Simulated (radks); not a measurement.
Values are calculated unless marked as measured or tabulated.
Q: The silicon ion Si8+, 6 electrons, occupied as [He] 2s2 2p2. Level of theory: Dirac Kohn-Sham, BLYP, spin-unpolarised, spherical densities, finite nucleus; open shells fill j = l - 1/2 first; Fermi nuclear charge, rms radius 3.1224 fm (a radial shooting solver on a logarithmic mesh with Libxc functionals).

Spin-orbit splittings of the eigenvalues, e(l+1/2) - e(l-1/2), with zeta = 2 splitting/(2l+1) and mean radii in bohr:

| shell | occ. | splitting (eV) | zeta (eV) | <r> j=l-1/2 | <r> j=l+1/2 |
|---|---|---|---|---|---|
| 2p | 2 | 0.9283 | 0.6189 | 0.4472 | 0.4487 |
| 3p | 0 | ? | ? | 1.264 | 1.266 |

Estimate the 3p splitting.

A: 0.2043 eV (zeta = 0.1362 eV).
